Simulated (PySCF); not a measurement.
An equivalent PySCF input for Cr (chromium, neutral), [Ar] 3d5 4s1, high-spin 7S determinant, with scalar relativity by spin-free X2C-1e:

```python
from pyscf import gto, scf, dft, mp, cc
import basis_set_exchange as bse
mol = gto.M(atom="Cr 0 0 0", charge=0, spin=6, symmetry="D2h",
            basis=gto.basis.parse(bse.get_basis("x2c-SVPall", elements=["Cr"], fmt="nwchem", header=False)),
            nucmod="G")
mf = dft.UKS(mol, xc="B88,P86").sfx2c1e()
mf.irrep_nelec = {'Ag': (6, 3), 'B1g': (1, 0), 'B2g': (1, 0), 'B3g': (1, 0), 'B1u': (2, 2), 'B2u': (2, 2), 'B3u': (2, 2)}
mf.kernel()
```

It reaches the same state as the run whose output follows, with an energy that differs only through the grid. The run itself started from symmetry-adapted Hartree-Fock orbitals and held the occupation by maximum overlap, on a logarithmic radial grid, so the iterations belong to that start.

```
SCF conv_tol = 1e-09
number electrons alpha = 15  beta = 9
XC functionals = B88,P86
    A. D. Becke.,  Phys. Rev. A 38, 3098 (1988)
    J. P. Perdew.,  Phys. Rev. B 33, 8822 (1986)
cycle= 1 E= -1050.74145539985  delta_E= 0.00945  |g|= 0.192  |ddm|= 0.463
cycle= 2 E= -1050.7014550237  delta_E= 0.04  |g|= 0.314  |ddm|= 0.607
cycle= 3 E= -1050.76202909597  delta_E= -0.0606  |g|= 0.00304  |ddm|= 0.385
cycle= 4 E= -1050.76203192286  delta_E= -2.83e-06  |g|= 0.00159  |ddm|= 0.00643
cycle= 5 E= -1050.76203342256  delta_E= -1.5e-06  |g|= 1.79e-05  |ddm|= 0.00183
cycle= 6 E= -1050.76203342276  delta_E= -2.03e-10  |g|= 4.72e-07  |ddm|= 2.03e-05
converged SCF energy = -1050.76203342276  <S^2> = 12.00003  2S+1 = 7.0000085
```
